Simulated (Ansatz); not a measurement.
Coupled-cluster diagnostics for the cluster CrO2 (the lowest singlet isomer of a short search), Ansatz.

Geometry of the singlet (PBE-D4/def2-TZVP):

Cartesian coordinates in Å:
```
Cr 0.364 0.008 -0.445
O 0.289 1.174 0.629
O -0.652 -1.182 -0.184
```

Correlated methods freeze 7 core orbitals; core or outer-core shells of Cr are correlated, in sets that lack core-valence functions. The structure comes from a short search, and lower isomers may exist.

Geometry of the charge 0 triplet (PBE-D4/def2-TZVP):

```
atom   x (Å)   y (Å)   z (Å)
 Cr1   0.487   0.079  -0.127
  O2  -0.032   0.617   1.288
  O3  -0.455  -0.696  -1.161
```

Geometry of the charge 0 quintet (PBE-D4/def2-TZVP):

```xyz
3

Cr    0.0171   -0.1545   -0.2600
O    -1.5650   -0.2243    0.2071
O     1.5480    0.3788    0.0529
```

Problem. Estimate the CCSD(T) correlation energy, the shares of MP2 and (T), T1 and the reference's ⟨S²⟩ for: charge 0, singlet, own geometry in def2-TZVPP; charge 0, singlet, own geometry in def2-TZVPD; charge 0, triplet, own geometry in def2-TZVPP; charge 0, quintet, own geometry in def2-TZVPP; charge 1, doublet, vertical in def2-TZVPP; charge -1, doublet, vertical in def2-TZVPD; and the rough time on 4 threads of Arm Neoverse V1 on a shared host.

Solution. 
```json
{"state": "charge 0, singlet, own geometry", "basis": "def2-TZVPP", "correlation (eV)": "-31.259", "MP2 share (%)": "100.8", "(T) share (%)": "7.9", "T1": "0.072", "⟨S²⟩ (pure)": "0.00 (0.00)", "wall time": "20 s", "remarks": "large T1, restricted SCF unstable"}
{"state": "charge 0, singlet, own geometry", "basis": "def2-TZVPD", "correlation (eV)": "-29.214", "MP2 share (%)": "101.4", "(T) share (%)": "8.2", "T1": "0.076", "⟨S²⟩ (pure)": "0.00 (0.00)", "wall time": "4.3 s", "remarks": "large T1, restricted SCF unstable"}
{"state": "charge 0, triplet, own geometry", "basis": "def2-TZVPP", "correlation (eV)": "-27.150", "MP2 share (%)": "87.1", "(T) share (%)": "6.0", "T1": "0.101", "⟨S²⟩ (pure)": "3.73 (2.00)", "wall time": "14 s", "remarks": "flagged by the program, large T1, spin-contaminated"}
{"state": "charge 0, quintet, own geometry", "basis": "def2-TZVPP", "correlation (eV)": "-26.981", "MP2 share (%)": "87.3", "(T) share (%)": "6.0", "T1": "0.080", "⟨S²⟩ (pure)": "6.67 (6.00)", "wall time": "17 s", "remarks": "large T1, spin-contaminated"}
{"state": "charge 1, doublet, vertical", "basis": "def2-TZVPP", "correlation (eV)": "-27.155", "MP2 share (%)": "85.7", "(T) share (%)": "7.1", "T1": "0.106", "⟨S²⟩ (pure)": "2.59 (0.75)", "wall time": "18 s", "remarks": "flagged by the program, large T1, spin-contaminated"}
{"state": "charge -1, doublet, vertical", "basis": "def2-TZVPD", "correlation (eV)": "-28.400", "MP2 share (%)": "97.6", "(T) share (%)": "7.3", "T1": "0.058", "⟨S²⟩ (pure)": "1.81 (0.75)", "wall time": "17 s", "remarks": "flagged by the program, large T1, spin-contaminated"}
```
Customary marks for T1 are 0.02 (closed shells), 0.045 (open shells) and about 0.05 (3d metals). T1 exceeds 0.02 in 6 of 6 rows and 0.045 in 6; the higher it lies, the less the single-reference result can be trusted.
